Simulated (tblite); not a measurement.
Parent: `[CH2:1]=[CH:2][CH2:3][C@@H:4]([C:5]#[N:6])[O:7][SiH3:8]` with C1–C2–C3–C4 -116°, C2–C3–C4–C5 170°, C3–C4–O7–Si8 153°, C5H9NOSi.

The geometries are computed with GFN2-xTB (gas phase). One conformer each, not checked by frequencies here.

```tsv
coordinate of the parent	value
C1=C2	1.319 Å
C2–C3	1.496 Å
C3–C4	1.543 Å
C4–C5	1.453 Å
C5≡N6	1.143 Å
C4–O7	1.397 Å
O7–Si8	1.625 Å
C1–C2–C3	124.0°
C2–C3–C4	110.2°
C3–C4–C5	109.5°
C3–C4–O7	109.7°
C5–C4–O7	110.5°
C4–C5–N6	179.1°
C4–O7–Si8	129.3°
```

**Question.** How does the shared frame change in `[CH2:1]=[CH:2][CH2:3][C@@H:4]([C:5]#[N:6])[O:7][SiH2:8][CH3:9]` with C1–C2–C3–C4 121°, C2–C3–C4–C5 61°, C3–C4–O7–Si8 158°, C4–O7–Si8–C9 -178°, C6H11NOSi? Atoms pair as C1 = C1, C2 = C2, C3 = C3, C4 = C4, C5 = C5, N6 = N6, O7 = O7, Si8 = Si8 (parent first).

**Answer.** 
```
   parent   relative  value in the relative  change
    C1=C2      C1=C2                1.319 Å   0.000
    C2–C3      C2–C3                1.496 Å   0.000
    C3–C4      C3–C4                1.542 Å  -0.001
    C4–C5      C4–C5                1.453 Å   0.000
    C5≡N6      C5≡N6                1.143 Å   0.000
    C4–O7      C4–O7                1.398 Å  +0.001
   O7–Si8     O7–Si8                1.629 Å  +0.004
 C1–C2–C3   C1–C2–C3                 124.0°     0.0
 C2–C3–C4   C2–C3–C4                 111.7°    +1.5
 C3–C4–C5   C3–C4–C5                 110.0°    +0.5
 C3–C4–O7   C3–C4–O7                 109.1°    -0.6
 C5–C4–O7   C5–C4–O7                 110.3°    -0.2
 C4–C5–N6   C4–C5–N6                 178.5°    -0.6
C4–O7–Si8  C4–O7–Si8                 128.5°    -0.8
```

Of the parent's bonds, O7–Si8 changes most (+0.004 Å). Bonds of the relative outside the shared frame: Si8–C9 1.886 Å. Point group C1 → C1.
